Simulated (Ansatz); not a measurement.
Consider the atomization: `NC#C[CH2][InH2]` → 3 C• + 6 H• + In• + N•.

Program: Ansatz. Geometries: PBE0-D4/def2-TZVP. ΔE: electronic, gas phase. CBS: MP2 limit from def2 TZ/QZ plus the TZ coupled-cluster correction, frozen cores. This one scheme is used for every species, atoms too. For atomizations the MP2-based limit and the directly extrapolated one differ by several kJ/mol either way, and by 10 to 25 for some Ge, Se and Sn compounds, so smaller differences from it don't rank the levels. Functionals use def2-TZVPP. Open shells (•) are unrestricted, without spin–orbit coupling. Spin–orbit coupling would lower the free atoms: a little for C; strongly for In. def2 core potentials past Kr. Bonds to In are less sure, by a few kJ/mol each and by 10 to 20 or more in all where they break to atoms, as the def2 sets lack core-valence functions. Each species was taken in one conformer, which may not be the lowest.

CCSD(T)/CBS gives +40.43 eV.

**Question.** Another level gave +39.03 eV. Which?
A. BHLYP-D4/def2-TZVPP
B. HF/def2-TZVPP
C. CCSD/def2-TZVPP
D. B2PLYP/def2-TZVPP

**Answer.** A. BHLYP-D4 39.03, CCSD/def2-TZVPP 38.50, HF/def2-TZVPP 27.92, B2PLYP 39.98 eV.

Largest T1 diagnostic among the species: 0.015.

In def2-TZVPP, CCSD(T) changes the Hartree–Fock value by +11.36 eV (the triples alone add +0.79 eV) and MP2 by +12.06 eV; breaking electron pairs costs correlation energy, which Hartree–Fock lacks. At CCSD(T), def2-SVP lies −2.31 eV from the extrapolated value and def2-TZVPP −1.14 eV: correlation converges slowly with the basis, and small sets miss more of it in the bonded molecule than in its fragments.
